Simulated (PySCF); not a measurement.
C4H6ClF, SMILES C[C@]1(F)C[C@H]1Cl. Geometry: B3LYP-D3(BJ)/def2-SVP. The structure was generated by enumeration; whether it is a known compound was not checked.

Question: Give the equilibrium geometry at B3LYP-D3(BJ)/def2-SVP (PySCF confirms it by a frequency run) as bond lengths and angles. (Estimate from the structure and the level; the computed values follow.)

Answer: 
Atoms: C1 C2 F3 C4 C5 Cl6 H7 H8 H9 H10 H11 H12. Bonds (Å): C1–C2 1.502, C1–H7 1.100, C1–H8 1.101, C1–H9 1.102, C2–F3 1.367, C2–C4 1.502, C2–C5 1.504, C4–C5 1.512, C4–H10 1.093, C4–H11 1.094, C5–Cl6 1.766, C5–H12 1.093. Bond angles (°): C2–C1–H7 110.8, C2–C1–H8 110.2, C2–C1–H9 110.2, H7–C1–H8 108.6, H7–C1–H9 108.4, H8–C1–H9 108.5, C1–C2–F3 111.8, C1–C2–C4 123.1, C1–C2–C5 121.4, F3–C2–C4 115.3, F3–C2–C5 116.0, C4–C2–C5 60.4, C2–C4–C5 59.8, C2–C4–H10 115.4, C2–C4–H11 119.9, C5–C4–H10 115.9, C5–C4–H11 118.7, H10–C4–H11 115.7, C2–C5–C4 59.7, C2–C5–Cl6 119.6, C2–C5–H12 118.0, C4–C5–Cl6 119.9, C4–C5–H12 118.8, Cl6–C5–H12 111.7.
Charge 0, spin multiplicity 1.
